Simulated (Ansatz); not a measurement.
Consider the cleavage of the B–Si bond: `O[SiH2]B(F)F` + `N[SiH3]` → `FB(F)N[SiH3]` + `O[SiH3]`.

Isolated molecules relaxed with PBE0-D4/def2-TZVP in Ansatz; ΔE leaves out vibrations. CCSD(T)/CBS is the MP2 limit (def2-TZVPP, def2-QZVPP) plus CCSD(T) − MP2 in def2-TZVPP, frozen cores. This one scheme is used for every species. DFT in def2-TZVPP. Each species was taken in one conformer, which may not be the lowest.

(1) Is it downhill or uphill in electronic energy at CCSD(T)/CBS, and by how much? (Estimate.)

(2) What do these levels give: LDA (SPW92), PBE-D4, B97M-V, B2PLYP, BLYP, LC-ωPBE, RPA@PBE/def2-TZVPP, MP2/def2-SVP, CCSD/def2-SVP, CCSD/def2-TZVPP, HF/def2-QZVPP, MP2/def2-QZVPP? (Estimate.)

Largest T1 diagnostic among the species: 0.013.

## Answers

(1) The calculation gave: Downhill: ΔE = -140.7 kJ/mol.

(2) Computed: LDA (SPW92) -135.3, PBE-D4 -126.3, B97M-V -142.0, B2PLYP -142.5, BLYP -131.5, LC-ωPBE -134.6, RPA@PBE/def2-TZVPP -140.0, MP2/def2-SVP -167.9, CCSD/def2-SVP -164.1, CCSD/def2-TZVPP -144.8, HF/def2-QZVPP -157.6, MP2/def2-QZVPP -146.4 kJ/mol.

From r2SCAN to r2SCAN0 (25 % exact exchange), in def2-TZVPP and without D4, ΔE moves by −4.7 kJ/mol. At CCSD(T), def2-SVP lies −22.1 kJ/mol from the extrapolated value and def2-TZVPP −2.0 kJ/mol.
